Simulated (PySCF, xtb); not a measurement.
dimethyl selenide cation (C2H6Se), SMILES C[Se]C (connectivity only; charge and spin as stated), charge +1, multiplicity 2.

Harmonic wavenumbers (cm⁻¹) from GFN2-xTB (xtb) at its own minimum, in rising order: 44, 98, 212, 586, 589, 812, 816, 840, 929, 1282, 1291, 1354, 1360, 1375, 1377, 2979, 2980, 2989, 2990, 3030, 3034.

Q: What does PBE0-D3(BJ)/def2-SVP run with PySCF give at its own minimum? (The exact figures need the calculation; the answer reports its results.)

A: 72, 120, 232, 610, 619, 802, 837, 868, 995, 1278, 1299, 1386, 1391, 1410, 1414, 3048, 3052, 3168, 3168, 3212, 3214. Paired by order, the mean absolute difference is 60 cm⁻¹ and the zero-point energies are 44.3 and 46.0 kcal/mol.
